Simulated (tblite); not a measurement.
C4H4FO2S (doublet state).
SMILES with atom numbers: `[CH3:1][C:2]1[O:3][C:4](=[S:5])[O:6][C@H:7]1[F:8]` (hydrogens: H9, H10, H11 on C1; H12 on C7)
Bond orders are those of one Lewis drawing.

Computed with GFN2-xTB (tblite), gas phase: L-BFGS steps from a force-field or distance-geometry start until the largest atomic force falls under 0.01 eV/Å.

Step 68: E = -725.6152 eV
```
atom  x, y, z in Å  |  force x, y, z in eV/Å
C1     -1.6716   -0.5102    0.4037   -0.060  -0.008  -0.018
C2     -0.2667   -0.1943    0.1137    0.032  -0.021   0.040
O3      0.6769   -1.1350   -0.0618    0.017  -0.038   0.012
C4      1.8543   -0.5594   -0.3002   -0.003   0.014  -0.029
S5      3.2419   -1.3563   -0.5453   -0.047   0.029   0.005
O6      1.7251    0.7995   -0.2673   -0.014  -0.062   0.004
C7      0.3865    1.1224   -0.1245    0.030   0.049  -0.018
F8     -0.0849    1.6985   -1.3141    0.012   0.025  -0.002
H9     -2.3354   -0.0008   -0.3002    0.053   0.001   0.056
H10    -1.9468   -0.1893    1.4135   -0.004   0.014  -0.053
H11    -1.8201   -1.5828    0.3259    0.005  -0.034   0.003
H12     0.2421    1.9069    0.6306   -0.022   0.030  -0.001
```

Step 69: E = -725.6156 eV
```
atom  x, y, z in Å  |  force x, y, z in eV/Å
C1     -1.6720   -0.5090    0.4023    0.026   0.007  -0.030
C2     -0.2628   -0.1933    0.1306    0.031  -0.021   0.042
O3      0.6791   -1.1343   -0.0541    0.001  -0.044   0.017
C4      1.8542   -0.5593   -0.3030   -0.009   0.003  -0.027
S5      3.2391   -1.3565   -0.5603   -0.034   0.021   0.004
O6      1.7259    0.7988   -0.2702   -0.017  -0.029  -0.002
C7      0.3885    1.1227   -0.1182    0.021   0.035  -0.006
F8     -0.0950    1.6914   -1.3063    0.019   0.039  -0.012
H9     -2.3250   -0.0112   -0.3151   -0.001   0.061  -0.013
H10    -1.9643   -0.1816    1.4015   -0.015   0.056   0.036
H11    -1.8170   -1.5792    0.3325   -0.001  -0.157  -0.007
H12     0.2505    1.9107    0.6344   -0.021   0.028  -0.003
```

Step 70: E = -725.6141 eV
```
atom  x, y, z in Å  |  force x, y, z in eV/Å
C1     -1.6737   -0.5086    0.3947   -0.115  -0.043   0.004
C2     -0.2570   -0.1938    0.1519   -0.029   0.001   0.062
O3      0.6790   -1.1357   -0.0617   -0.032  -0.025   0.020
C4      1.8519   -0.5606   -0.3197   -0.022  -0.016  -0.032
S5      3.2276   -1.3592   -0.6162   -0.014   0.013   0.009
O6      1.7298    0.7962   -0.2639   -0.028   0.034  -0.018
C7      0.3958    1.1251   -0.0906   -0.018  -0.015   0.033
F8     -0.1068    1.7074   -1.2645    0.051   0.041   0.006
H9     -2.3076   -0.1010   -0.4086    0.151  -0.055   0.241
H10    -2.0154   -0.0822    1.3500    0.067  -0.057  -0.276
H11    -1.7930   -1.5920    0.4269    0.000   0.124  -0.003
H12     0.2707    1.9038    0.6757   -0.010  -0.002  -0.045
```

Step 71: E = -725.6165 eV
```
atom  x, y, z in Å  |  force x, y, z in eV/Å
C1     -1.6723   -0.5106    0.4011    0.047  -0.065   0.005
C2     -0.2624   -0.1939    0.1307    0.010   0.005   0.036
O3      0.6787   -1.1356   -0.0533   -0.005  -0.012   0.005
C4      1.8529   -0.5595   -0.3039   -0.016  -0.004  -0.021
S5      3.2348   -1.3566   -0.5707    0.012  -0.003   0.000
O6      1.7264    0.7978   -0.2663   -0.015   0.007  -0.007
C7      0.3898    1.1246   -0.1160   -0.019  -0.010   0.021
F8     -0.0904    1.6991   -1.3031    0.020   0.013   0.005
H9     -2.3203   -0.0240   -0.3272   -0.035   0.058  -0.023
H10    -1.9683   -0.1674    1.3946   -0.018   0.048   0.010
H11    -1.8162   -1.5853    0.3485    0.021  -0.043  -0.011
H12     0.2486    1.9106    0.6396   -0.003   0.005  -0.020
```

Problem. Estimate the geometry and energy of step 72. (The exact step hangs on the optimiser's Hessian estimate; all steps are aligned on step 71, rigid shifts and turns removed.)

Solution. E = -725.6170 eV, largest force 0.075 eV/Å
```
atom  x, y, z in Å  |  force x, y, z in eV/Å
C1     -1.6722   -0.5109    0.4000    0.032  -0.015  -0.011
C2     -0.2606   -0.1932    0.1392    0.004  -0.004   0.034
O3      0.6792   -1.1354   -0.0511   -0.005  -0.005   0.004
C4      1.8524   -0.5598   -0.3065   -0.009  -0.009  -0.021
S5      3.2326   -1.3578   -0.5814   -0.001   0.006   0.004
O6      1.7268    0.7977   -0.2667   -0.017   0.003  -0.008
C7      0.3909    1.1249   -0.1106   -0.013  -0.013   0.011
F8     -0.0946    1.6986   -1.2962    0.021   0.014   0.002
H9     -2.3167   -0.0362   -0.3415   -0.007   0.043   0.000
H10    -1.9790   -0.1543    1.3856   -0.014   0.041   0.001
H11    -1.8109   -1.5857    0.3590    0.013  -0.074  -0.005
H12     0.2535    1.9114    0.6443   -0.004   0.010  -0.012
```

The energy changes by -0.0005 eV. The first-order estimate −F·Δx gives -0.0005 eV and the mean of the old and new forces, exact on a quadratic surface, -0.0005 eV. The step makes an angle of 84° with the force vector and moves no atom by more than 0.019 Å.

The cost below is that of the whole relaxation. The run took 0.5 s wall on Arm Neoverse V1, one thread, no GPU (shared host).
